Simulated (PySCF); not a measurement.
H7Si3, SMILES [SiH]([SiH3])[SiH3], multiplicity 2. Atoms are numbered in the order given.

```xyz
10

Si     0.0197     0.3660     1.9854
Si    -0.1090    -0.8592     0.0000
Si     0.0197     0.3660    -1.9854
H      1.3872     0.9197     2.2144
H     -0.9404     1.5021     1.9050
H     -0.3397    -0.4941     3.1473
H      0.7592    -2.0752     0.0000
H      1.3872     0.9197    -2.2144
H     -0.3397    -0.4941    -3.1473
H     -0.9404     1.5021    -1.9050
```
Charge 0, spin multiplicity 2.

The structure is a stationary point at TPSSh-D3(BJ)/def2-SVP. The isomer is the one that the SMILES or the coordinates give; other isomers of the formula were not compared.

Level of theory: PBE0/pcH-1 (PySCF).

Unrestricted Kohn–Sham, ⟨S²⟩ = 0.754. Hyperfine tensors hold the contact and dipolar terms, without spin-orbit corrections.

Problem. Estimate the hyperfine couplings. (Estimate from the structure and the level; the computed values follow.)

Solution. 
```csv
nucleus,A(iso) (MHz),A(iso) (G),dipolar principal values (MHz)
29Si no. 1,6.4,2.3,"-2.5, -0.5, 3.0"
29Si no. 2,-303.8,-108.4,"-166.6, 83.0, 83.6"
29Si no. 3,6.4,2.3,"-2.5, -0.5, 3.0"
1H no. 4,65.1,23.2,"-2.2, -0.2, 2.4"
1H no. 5,-2.1,-0.8,"-2.3, -1.2, 3.5"
1H no. 6,3.4,1.2,"-2.3, -1.2, 3.4"
1H no. 7,-18.9,-6.7,"-10.1, 2.2, 7.9"
1H no. 8,65.1,23.2,"-2.2, -0.2, 2.4"
1H no. 9,3.4,1.2,"-2.3, -1.2, 3.4"
1H no. 10,-2.1,-0.8,"-2.3, -1.2, 3.5"
```
